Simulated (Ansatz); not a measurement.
Coupled-cluster diagnostics for the cluster B₅, Ansatz.

Geometry of the doublet (PBE-D4/def2-SVP):

| atom | x (Å) | y (Å) | z (Å) |
| --- | --- | --- | --- |
| B1 | -0.325 | -1.025 | 1.258 |
| B2 | -0.601 | 0.693 | -1.377 |
| B3 | 0.755 | 0.729 | -0.551 |
| B4 | -0.723 | -0.266 | -0.098 |
| B5 | 0.894 | -0.131 | 0.769 |

Correlated methods freeze 5 core orbitals. At PBE0-D4/def2-TZVPD a triplet of charge -1 lies 0.07 eV below the restricted singlet at the same geometry. The structure comes from a short search, and lower isomers may exist.

Geometry of the charge 0 quartet (PBE-D4/def2-SVP):

```
atom   x (Å)   y (Å)   z (Å)
  B1   1.274   1.138   0.141
  B2  -1.263  -0.675  -0.941
  B3  -0.767  -0.700   0.539
  B4   0.009   0.364  -0.630
  B5   0.747  -0.127   0.891
```

Question: Estimate the CCSD(T) correlation energy, the shares of MP2 and (T), T1 and the reference's ⟨S²⟩ for: charge 0, doublet, own geometry in def2-TZVPP; charge 0, quartet, own geometry in def2-TZVPP; charge 1, singlet, vertical in def2-TZVPP; charge -1, singlet, vertical in def2-TZVPD; and the rough time on 4 threads of Arm Neoverse N1 on a shared host.

Answer: 
| state | basis | correlation (eV) | MP2 share (%) | (T) share (%) | T1 | ⟨S²⟩ (pure) | wall time | remarks |
| --- | --- | --- | --- | --- | --- | --- | --- | --- |
| charge 0, doublet, own geometry | def2-TZVPP | -12.950 | 84.4 | 7.9 | 0.062 | 1.48 (0.75) | 47 s | large T1, spin-contaminated |
| charge 0, quartet, own geometry | def2-TZVPP | -12.630 | 86.1 | 7.6 | 0.059 | 3.82 (3.75) | 50 s | large T1 |
| charge 1, singlet, vertical | def2-TZVPP | -13.505 | 89.4 | 9.0 | 0.033 | 0.00 (0.00) | 13 s | large T1, restricted SCF unstable |
| charge -1, singlet, vertical | def2-TZVPD | -15.278 | 89.5 | 8.8 | 0.040 | 0.00 (0.00) | 32 s | large T1, restricted SCF unstable |
Customary marks for T1 are 0.02 (closed shells), 0.045 (open shells) and about 0.05 (3d metals). T1 exceeds 0.02 in 4 of 4 rows and 0.045 in 2; the higher it lies, the less the single-reference result can be trusted.
